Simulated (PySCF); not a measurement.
# How the method changes the constants of MgHg

State: ¹Σ⁺ (singlet), closed shell. Set-up: basis Mg def2-SVPD, Hg def2-SVPD with ECP60; scalar-relativistic core potentials; PySCF 2.14. De refers to Mg + Hg in their ground configurations, without counterpoise correction. A positive dipole means Mg(−)Hg(+). Levels whose curve was spin-contaminated or gave no clean fit are not listed.

| Level | Re (Å) | ωe (cm⁻¹) | De (eV) | μ (D) | CPU s a point (SCF and correlation, without the integrals) |
| --- | --- | --- | --- | --- | --- |
| RHF-MP2 | 3.747 | 39.9 | 0.063 | n/a | 0.13 |
| RHF-CCSD(T) | 4.053 | 30.7 | 0.037 | n/a | 4.3 |
| PBE | 3.421 | 64.2 | 0.088 | -0.02 | 0.42 |
| revPBE | 3.666 | 39.9 | 0.024 | 0.03 | 0.3 |
| r²SCAN | 3.386 | 63.1 | 0.088 | 0.02 | 0.53 |
| M06-L | 3.494 | 53.1 | 0.067 | 0.09 | 0.56 |
| PBE0 | 3.544 | 53.8 | 0.063 | 0.02 | 0.93 |
| HSE06 | 3.491 | 59.1 | 0.074 | -0.01 | 0.69 |
| B2PLYP | 3.940 | 27.8 | 0.020 | 0.02 | 0.43 |

The bond length runs from 3.386 Å (r²SCAN) to 4.053 Å (RHF-CCSD(T)). De spans 0.02 eV (B2PLYP, double hybrid) to 0.09 eV (PBE, GGA).

Correlated steps freeze 1 core orbital. Closed-shell solutions of metal pairs were not tested for spin polarisation, which can lower them a little. The bond is weak. Basis-set superposition, not corrected here, can be much of De in a small basis, most of all at correlated wavefunction levels. Functionals without a dispersion term scatter widely for such bonds, and LDA overbinds them. Spin–orbit coupling is left out. B2PLYP dipoles, levels and charges come from its SCF part alone.

The whole job (state search and all levels along the bond) took about 1.7 min on 1 thread of Oxide Virtual Turin-like (shared host), peak memory 0.77 GiB.
